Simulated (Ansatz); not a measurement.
Geometry optimisation, RHF/def2-SVP in Ansatz.

The input (input.yaml):

```yaml
crystal:
  periodic: [false, false, false]
  atoms:
    - { symbol: Ta, position_ang: [-0.165875, 0.169374, 0.067865] }
    - { symbol: Cl, position_ang: [2.225435, 0.575418, 0.313011] }
    - { symbol: Cl, position_ang: [-0.24854, 0.284231, 2.394267] }
    - { symbol: Cl, position_ang: [0.360702, -0.630316, -2.05361] }
    - { symbol: Cl, position_ang: [-1.093494, 2.156349, -0.464377] }
    - { symbol: Cl, position_ang: [-1.924992, -1.327582, 0.136862] }
    - { symbol: Br, position_ang: [1.744651, -3.034801, 1.023466] }
    - { symbol: H, position_ang: [2.687913, -1.887874, 0.907615] }
basis:
  gaussian: { orbitals: def2-SVP }
hamiltonian:
  xc: hf
relax:
  f_tol: 0.03
  max_steps: 50
output:
  orbitals: {}
```

Run as:

```bash
$ ansatz run input.yaml --threads 4 --pin off --max-ram 5120MiB --backend cpu --events-out ev --progress --plain --runs-dir out
```

Q: Where does it end, and by what steps?

A: It converged. After 14 steps the energy has fallen by 0.247 eV; H8 moved furthest, 1.14 Å.

| step | energy less start (eV) | largest force component (eV/Å) | accepted |
| --- | --- | --- | --- |
| 0 | 0.0000 | 1.571 | yes |
| 1 | -0.1535 | 0.439 | yes |
| 2 | -0.1776 | 0.139 | yes |
| 3 | -0.1844 | 0.059 | yes |
| 4 | -0.1874 | 0.093 | yes |
| 5 | -0.1894 | 0.160 | yes |
| 6 | -0.1911 | 0.170 | yes |
| 7 | -0.2057 | 0.127 | yes |
| 8 | -0.2134 | 0.423 | yes |
| 9 | -0.2318 | 0.180 | yes |
| 10 | -0.2417 | 0.065 | yes |
| 11 | -0.2438 | 0.049 | yes |
| 12 | -0.2399 | 0.147 | no |
| 13 | -0.2460 | 0.042 | yes |
| 14 | -0.2474 | 0.019 | yes |

```xyz
8
Properties=species:S:1:pos:R:3
Ta -0.298 0.453 -0.005
Cl 1.987 0.526 0.299
Cl -0.587 0.925 2.274
Cl 0.044 -0.039 -2.272
Cl -1.410 2.379 -0.566
Cl -1.528 -1.469 0.234
Br 2.110 -3.635 1.180
H 3.269 -2.835 1.180
```

Whether the end is a true minimum wasn't checked by a vibrational analysis.

Time of the run: 43 s on 4 threads of Arm Neoverse V2 (shared host), peak memory 0.61 GiB.
